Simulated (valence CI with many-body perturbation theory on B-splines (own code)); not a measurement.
**E1 transitions of Tl⁷⁴⁺**

Calculated by configuration interaction combined with many-body perturbation theory (CI+MBPT): five valence electrons over a frozen Dirac-Fock core [He], radial functions for each j: 11 s, 11 p, 10 d, 8 f, 5 g, 2 h, with the one-electron correlation potential Σ1, the two-electron term Σ2, the three-electron term Σ3, Breit, model QED; selected CI, second order for the rest, scaled by the run's own slope (own B-spline code, finite nucleus).

The last digits are not significant, and no measured levels were compared; by estimate large intervals hold to a few tenths of a per cent, small ones and those within an open d or f shell to about a per cent. Among the levels kept, up to 7600 cm⁻¹ of a level comes from second order outside the variational space, and about a tenth of that is noise between levels of different J, which matters for small intervals.

Lines 201 to 250 of 600 in falling wavelength, among levels below 1216.7 Ry, chosen from the strongest by gf and those to the six lowest levels. Wavelengths and rates use the calculated energies. Electric multipoles are in the length gauge, E1 and E2 with the static RPA response of the core. Weak lines are less certain than strong ones. Lines between different terms over intervals too small for the method are left out, as are lines whose strength nearly cancels. The highest levels of a list are the least certain.

Levels are named by their leading jj configuration (3d3/2^4 stands for four electrons in 3d with j = 3/2), which in mixed levels can hold well under half, so a name can repeat and another be missing. Letters in brackets count levels of one name in rising energy.

| λ vac (nm) | Upper | Lower | A (s⁻¹) | S (a.u.) |
| --- | --- | --- | --- | --- |
| 0.4888 | (2s 2p1/2 2p3/2^3) J=3/2 [a] | (2s^2 2p1/2 2p3/2^2) J=5/2 | 7.50e+11 | 1.73e-04 |
| 0.4868 | (2p1/2^2 2p3/2^2 3s) J=5/2 | (2s 2p1/2^2 2p3/2 3s) J=3/2 [b] | 1.84e+13 | 6.28e-03 |
| 0.4864 | (2p1/2^2 2p3/2^2 3p3/2) J=7/2 | (2s 2p1/2^2 2p3/2 3p3/2) J=5/2 [b] | 2.21e+13 | 1.00e-02 |
| 0.4863 | (2p1/2^2 2p3/2^2 3p3/2) J=5/2 | (2s 2p1/2^2 2p3/2 3p3/2) J=5/2 [b] | 4.52e+12 | 1.54e-03 |
| 0.4852 | (2p1/2^2 2p3/2^2 3p1/2) J=5/2 | (2s 2p1/2^2 2p3/2 3p1/2) J=3/2 [b] | 2.14e+13 | 7.23e-03 |
| 0.4852 | (2p1/2^2 2p3/2^2 3p1/2) J=3/2 | (2s 2p1/2^2 2p3/2 3p1/2) J=1/2 | 1.82e+13 | 4.11e-03 |
| 0.4845 | (2s 2p1/2 2p3/2^2 3p3/2) J=5/2 [b] | (2s^2 2p1/2 2p3/2 3p3/2) J=3/2 [a] | 8.25e+12 | 2.78e-03 |
| 0.4845 | (2s 2p1/2 2p3/2^3) J=3/2 [a] | (2s^2 2p1/2 2p3/2^2) J=3/2 | 2.27e+13 | 5.09e-03 |
| 0.4843 | (2p1/2^2 2p3/2^2 3s) J=3/2 | (2s 2p1/2^2 2p3/2 3s) J=3/2 [b] | 8.69e+12 | 1.95e-03 |
| 0.4823 | (2p1/2^2 2p3/2^2 3s) J=3/2 | (2s 2p1/2^2 2p3/2 3s) J=1/2 | 1.75e+13 | 3.88e-03 |
| 0.4815 | (2s 2p1/2 2p3/2^2 3p3/2) J=3/2 [e] | (2s^2 2p1/2 2p3/2 3p3/2) J=1/2 [b] | 6.56e+12 | 1.45e-03 |
| 0.4809 | (2s 2p1/2 2p3/2^2 3p3/2) J=1/2 [c] | (2s^2 2p1/2 2p3/2 3p3/2) J=1/2 [b] | 1.32e+13 | 1.45e-03 |
| 0.4807 | (2s 2p1/2 2p3/2^3) J=5/2 | (2s^2 2p1/2 2p3/2^2) J=5/2 | 2.21e+13 | 7.28e-03 |
| 0.4805 | (2p1/2^2 2p3/2^2 3p3/2) J=3/2 | (2s 2p1/2^2 2p3/2 3p3/2) J=1/2 [b] | 1.83e+13 | 4.00e-03 |
| 0.4797 | (2s 2p1/2 2p3/2^2 3p3/2) J=7/2 [c] | (2s^2 2p1/2 2p3/2 3p3/2) J=5/2 [b] | 8.32e+12 | 3.63e-03 |
| 0.4792 | (2s 2p1/2 2p3/2^2 3p3/2) J=5/2 [c] | (2s^2 2p1/2 2p3/2 3p3/2) J=3/2 [b] | 9.19e+12 | 3.00e-03 |
| 0.4789 | (2s 2p1/2 2p3/2^2 3d5/2) J=7/2 [c] | (2s^2 2p1/2 2p3/2 3d5/2) J=5/2 [b] | 6.72e+12 | 2.91e-03 |
| 0.4786 | (2s 2p1/2 2p3/2^2 3d5/2) J=9/2 [c] | (2s^2 2p1/2 2p3/2 3d5/2) J=7/2 [b] | 9.65e+12 | 5.22e-03 |
| 0.4778 | (2s 2p1/2 2p3/2^3) J=1/2 | (2s^2 2p1/2 2p3/2^2) J=1/2 | 1.58e+13 | 1.70e-03 |
| 0.4777 | (2s 2p1/2 2p3/2^2 3d5/2) J=7/2 [d] | (2s^2 2p1/2 2p3/2 3d5/2) J=7/2 [b] | 5.20e+12 | 2.24e-03 |
| 0.4776 | (2s 2p1/2 2p3/2^2 3p3/2) J=3/2 [d] | (2s^2 2p1/2 2p3/2 3p3/2) J=3/2 [b] | 1.52e+13 | 3.28e-03 |
| 0.4776 | (2s 2p1/2 2p3/2^2 3d5/2) J=5/2 [d] | (2s^2 2p1/2 2p3/2 3d5/2) J=5/2 [b] | 1.16e+13 | 3.73e-03 |
| 0.4773 | (2s 2p1/2 2p3/2^2 3d5/2) J=3/2 [c] | (2s^2 2p1/2 2p3/2 3d5/2) J=3/2 [b] | 9.32e+12 | 2.00e-03 |
| 0.4773 | (2s 2p1/2 2p3/2^2 3d5/2) J=3/2 [d] | (2s^2 2p1/2 2p3/2 3d5/2) J=1/2 | 1.19e+13 | 2.56e-03 |
| 0.4771 | (2s 2p1/2^2 2p3/2 3d5/2) J=7/2 [b] | (2s^2 2p1/2^2 3d5/2) J=5/2 | 2.74e+13 | 1.17e-02 |
| 0.4768 | (2s 2p1/2^2 2p3/2 3p3/2) J=5/2 [b] | (2s^2 2p1/2^2 3p3/2) J=3/2 | 2.98e+13 | 9.55e-03 |
| 0.4767 | (2s 2p1/2 2p3/2^2 3d5/2) J=5/2 [e] | (2s^2 2p1/2 2p3/2 3d5/2) J=3/2 [b] | 1.23e+13 | 3.94e-03 |
| 0.4766 | (2s 2p1/2 2p3/2^2 3d3/2) J=3/2 [c] | (2s^2 2p1/2 2p3/2 3d3/2) J=5/2 [a] | 1.51e+13 | 3.23e-03 |
| 0.4766 | (2s 2p1/2 2p3/2^3) J=3/2 [b] | (2s^2 2p1/2 2p3/2^2) J=1/2 | 1.47e+13 | 3.13e-03 |
| 0.4765 | (2s 2p1/2 2p3/2^2 3d5/2) J=7/2 [e] | (2s^2 2p1/2 2p3/2 3d5/2) J=7/2 [b] | 1.59e+13 | 6.78e-03 |
| 0.4765 | (2s 2p1/2 2p3/2^3) J=5/2 | (2s^2 2p1/2 2p3/2^2) J=3/2 | 1.46e+12 | 4.66e-04 |
| 0.4764 | (2p1/2 2p3/2^4) J=1/2 | (2s 2p1/2 2p3/2^3) J=3/2 [b] | 6.36e+13 | 6.78e-03 |
| 0.4763 | (2s 2p1/2 2p3/2^2 3d5/2) J=3/2 [d] | (2s^2 2p1/2 2p3/2 3d5/2) J=3/2 [b] | 6.96e+12 | 1.49e-03 |
| 0.4759 | (2s 2p1/2 2p3/2^2 3d5/2) J=7/2 [c] | (2s^2 2p1/2 2p3/2 3d5/2) J=5/2 [a] | 4.99e+12 | 2.13e-03 |
| 0.4758 | (2p1/2^2 2p3/2^3) J=3/2 | (2s 2p1/2^2 2p3/2^2) J=3/2 | 4.66e+13 | 9.91e-03 |
| 0.4758 | (2s 2p1/2^2 2p3/2 3d3/2) J=3/2 [b] | (2s^2 2p1/2^2 3d3/2) J=3/2 | 3.01e+13 | 6.41e-03 |
| 0.4758 | (2s 2p1/2 2p3/2^2 3p3/2) J=5/2 [e] | (2s^2 2p1/2 2p3/2 3p3/2) J=5/2 [b] | 2.43e+13 | 7.75e-03 |
| 0.4757 | (2s 2p1/2 2p3/2^2 3s) J=1/2 [a] | (2s^2 2p1/2 2p3/2 3s) J=3/2 [a] | 2.02e+13 | 2.14e-03 |
| 0.4756 | (2p1/2^2 2p3/2^3) J=3/2 | (2s 2p1/2^2 2p3/2^2) J=1/2 | 1.10e+13 | 2.33e-03 |
| 0.4753 | (2s 2p1/2 2p3/2^2 3p3/2) J=3/2 [f] | (2s^2 2p1/2 2p3/2 3p3/2) J=1/2 [b] | 1.07e+13 | 2.26e-03 |
| 0.4752 | (2p1/2 2p3/2^4) J=1/2 | (2s 2p1/2 2p3/2^3) J=1/2 | 3.05e+13 | 3.23e-03 |
| 0.4751 | (2s 2p1/2 2p3/2^2 3s) J=3/2 [b] | (2s^2 2p1/2 2p3/2 3s) J=3/2 [b] | 6.76e+12 | 1.43e-03 |
| 0.4751 | (2s 2p1/2 2p3/2^2 3d5/2) J=7/2 [a] | (2s^2 2p1/2 2p3/2 3d3/2) J=7/2 | 1.63e+13 | 6.89e-03 |
| 0.4751 | (2s 2p1/2 2p3/2^2 3d3/2) J=3/2 [f] | (2s^2 2p1/2 2p3/2 3d3/2) J=1/2 [b] | 9.44e+12 | 2.00e-03 |
| 0.4750 | (2s 2p1/2 2p3/2^2 3p3/2) J=3/2 [c] | (2s^2 2p1/2 2p3/2 3p3/2) J=5/2 [a] | 1.75e+13 | 3.70e-03 |
| 0.4750 | (2s 2p1/2 2p3/2^2 3d3/2) J=1/2 [c] | (2s^2 2p1/2 2p3/2 3d3/2) J=3/2 [b] | 2.75e+13 | 2.91e-03 |
| 0.4749 | (2s 2p1/2 2p3/2^2 3d5/2) J=3/2 [e] | (2s^2 2p1/2 2p3/2 3d5/2) J=1/2 | 9.31e+12 | 1.97e-03 |
| 0.4749 | (2s 2p1/2 2p3/2^2 3p3/2) J=3/2 [e] | (2s^2 2p1/2 2p3/2 3p3/2) J=3/2 [b] | 1.15e+13 | 2.43e-03 |
| 0.4749 | (2s 2p1/2^2 2p3/2 3d3/2) J=5/2 [b] | (2s^2 2p1/2^2 3d3/2) J=3/2 | 2.75e+13 | 8.71e-03 |
| 0.4749 | (2s 2p1/2^2 2p3/2 3s) J=1/2 | (2s^2 2p1/2^2 3s) J=1/2 | 3.16e+13 | 3.35e-03 |
